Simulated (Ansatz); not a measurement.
A geometry relaxed with PBE0-D4/def2-TZVP run with Ansatz (a quantum-chemistry and plane-wave program), charge 0, multiplicity 1:

```xyz
6

Ga     0.7582    -0.0110    -0.0168
N     -1.0267     0.0501     0.0981
F      1.6730    -1.4223     0.4262
H     -1.5479     0.8005    -0.3221
F      1.7091     1.3655    -0.4921
H     -1.5686    -0.7905     0.2020
```

### Question
Write the SMILES of this molecule.

### Answer
`[NH2][Ga]([F])[F]`
